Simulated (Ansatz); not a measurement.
The cluster Pd4H3. The state is a doublet with charge 0. Geometry B3LYP-D4/def2-SVP, basis def2-TZVP, Ansatz.

| atom | x (Å) | y (Å) | z (Å) |
| --- | --- | --- | --- |
| Pd1 | 1.850 | -0.565 | -0.498 |
| Pd2 | -0.502 | 0.866 | -0.874 |
| Pd3 | 0.431 | 0.539 | 1.584 |
| Pd4 | -0.631 | -1.607 | 0.069 |
| H5 | -1.892 | 1.100 | -0.226 |
| H6 | -0.469 | -0.835 | 1.512 |
| H7 | 1.213 | 0.501 | -1.567 |

```json
{"run": "A", "HOMO (eV)": "-4.80", "LUMO (eV)": "-4.46"}
{"run": "B", "HOMO (eV)": "-6.47", "LUMO (eV)": "-2.05"}
{"run": "C", "HOMO (eV)": "-4.47", "LUMO (eV)": "-3.90"}
{"run": "D", "HOMO (eV)": "-5.52", "LUMO (eV)": "-3.08"}
{"run": "E", "HOMO (eV)": "-5.38", "LUMO (eV)": "-3.40"}
{"run": "F", "HOMO (eV)": "-4.49", "LUMO (eV)": "-4.10"}
```

In the def2 sets Pd takes a core potential; there is no spin–orbit coupling. B3LYP takes the VWN-RPA correlation. No other spin state of charge 0 was run. Another isomer (doublet) lies 0.26 eV lower at PBE0-D4/def2-TZVP; other spin states weren't run for this one.

HOMO and LUMO are taken over both spins.

Task: The runs used B3LYP, BHLYP, LDA (SPW92), PBE, PBE0, r2SCAN. Estimate which is which.

Result: A LDA (SPW92) (0 % exact exchange); B BHLYP (50 % exact exchange); C r2SCAN (0 % exact exchange); D PBE0 (25 % exact exchange); E B3LYP (20 % exact exchange); F PBE (0 % exact exchange). Exact exchange lowers occupied and raises empty levels; among semilocal functionals meta-GGAs tend to open the gap a little, and such runs are hard to tell apart. The gap grows from 0.34 eV (LDA (SPW92)) to 4.42 eV (BHLYP). At BHLYP-D4/def2-TZVP the charge 0 doublet is spin-contaminated (final ⟨S²⟩ up to 1.01, 0.75 for a pure state).
